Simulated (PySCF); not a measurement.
C2H5BrSSi.
Bonds: C1–C2 (double), C2–Br3, C2–S4, S4–Si5. Hydrogens: H6, H7 on C1; H8, H9, H10 on Si5.

A GFN2-xTB structure was refined with PBE0-D3(BJ)/def2-SVP geometry optimisation, gas phase (PySCF). Its GFN2-xTB values:

```csv
coordinate,GFN2-xTB
C1=C2,1.334 Å
C1–H6,1.045 Å
C1–H7,1.094 Å
C2–Br3,1.915 Å
C2–S4,1.721 Å
S4–Si5,2.194 Å
Si5–H8,1.452 Å
Si5–H9,1.430 Å
C1–C2–Br3,118.4°
C1–C2–S4,123.8°
C2–S4–Si5,104.9°
Br3–C2–S4,117.8°
C1–C2–S4–Si5,-161°
```

How do these coordinates change at the PBE0-D3(BJ)/def2-SVP level?

```csv
coordinate,PBE0-D3(BJ)/def2-SVP (Å or °),change
Si5–H9,1.489,+0.059
C1–H6,1.091,+0.046
C2–S4,1.765,+0.044
Si5–H8,1.490,+0.038
S4–Si5,2.165,-0.029
C2–Br3,1.900,-0.015
C1–H7,1.093,-0.001
C1=C2,1.334,0.000
C2–S4–Si5,102.1,-2.8
C1–C2–Br3,120.1,+1.7
C1–C2–S4,122.2,-1.6
Br3–C2–S4,117.6,-0.2
C1–C2–S4–Si5,-136,+25
```

The energy falls by 4.9 kcal/mol over 9 energy and gradient evaluations, the largest force component goes from 0.0362 to 1.6e-04 Eh/bohr, and the atoms move by 0.302 Å rms after alignment. The bond that changes most is Si5–H9 (SiH3 silicon to Si–H hydrogen), which lengthens by 0.059 Å. Bonds longer at the end by more than 0.005 Å: 5 of 9; shorter: 2. Among the dihedrals that turn most is Br3–C2–S4–Si5, from 21° to 48°. Rotational constants go from 2649, 1502, 983.4 to 2762, 1334, 973.0 MHz.

The run used 121 basis functions and 63 SCF cycles in all.

PBE0-D3(BJ)/def2-SVP frequencies: not computed here. One conformer, not necessarily the lowest.
